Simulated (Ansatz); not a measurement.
Reaction (ligand exchange at a B–O bond): `COB(C)N` + `BN` → `BNB(C)N` + CH₃OH

Isolated molecules relaxed with PBE0-D4/def2-TZVP in Ansatz; ΔE leaves out vibrations. CBS: MP2 limit from def2 TZ/QZ plus the TZ coupled-cluster correction, frozen cores. This one scheme is used for every species. Functionals use def2-TZVPP. One conformer a species, not always the lowest.

| level | ΔE (kJ/mol) |
| --- | --- |
| revPBE-D4 | 41.1 |
| r2SCAN-D4 | 46.9 |
| PBE | 44.2 |
| CAM-B3LYP | 49.0 |

Problem. What does CCSD(T)/CBS give? (An estimate is asked.)

Solution. Ansatz gave: +41.9 kJ/mol. The listed levels differ from it by -0.8, 5.0, 2.3, 7.1 kJ/mol.

Largest T1 diagnostic among the species: 0.012.

Leaving LDA and LC-ωPBE aside and taking each functional with its dispersion term where it has one, the values, not all of them listed here, spread over 7.4 kJ/mol, from revPBE-D4 to CAM-B3LYP-D4. LDA lies +4.0 kJ/mol from PBE without D4. At CCSD(T), def2-SVP lies +9.5 kJ/mol from the extrapolated value and def2-TZVPP +2.0 kJ/mol.

CCSD(T)/CBS has its own doubt, a few kJ/mol and more with outer-core shells, so smaller differences from it don't rank the levels.
